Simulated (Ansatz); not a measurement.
One change: `C[CH2][SnH]([F])[F]` becomes `[OH][SnH]([F])[F]`.

Ansatz, PBE0-D4/def2-TZVP geometries, multiplicity 1. Each molecule was computed in one conformer, which needn't be the lowest.

Elements past krypton have def2 core potentials.

```csv
property,`C[CH2][SnH]([F])[F]`
HOMO–LUMO gap (PBE/def2-TZVPP) / eV,5.76
HOMO energy (B3LYP/def2-TZVPP) / eV,-8.46
HOMO energy (PBE/def2-TZVPP) / eV,-7.35
HOMO energy (ωB97M-V/def2-TZVPP) / eV,-10.81
LUMO energy (PBE/def2-TZVPP) / eV,-1.58
HOMO–LUMO gap (B3LYP/def2-TZVPP) / eV,7.49
```

Q: What does the change do to each property? (An estimate is asked.)

A: Ansatz gave: 
```tsv
property	`[OH][SnH]([F])[F]`	shift
HOMO–LUMO gap (PBE/def2-TZVPP) / eV	5.29	-0.47
HOMO energy (B3LYP/def2-TZVPP) / eV	-9.45	-0.99
HOMO energy (PBE/def2-TZVPP) / eV	-7.94	-0.59
HOMO energy (ωB97M-V/def2-TZVPP) / eV	-12.24	-1.43
LUMO energy (PBE/def2-TZVPP) / eV	-2.65	-1.07
HOMO–LUMO gap (B3LYP/def2-TZVPP) / eV	7.41	-0.08
```

The zero-point energy changes by -136.6 kJ/mol with -15 modes.

B3LYP here is the variant with VWN-RPA as its local correlation; programs differ in this.
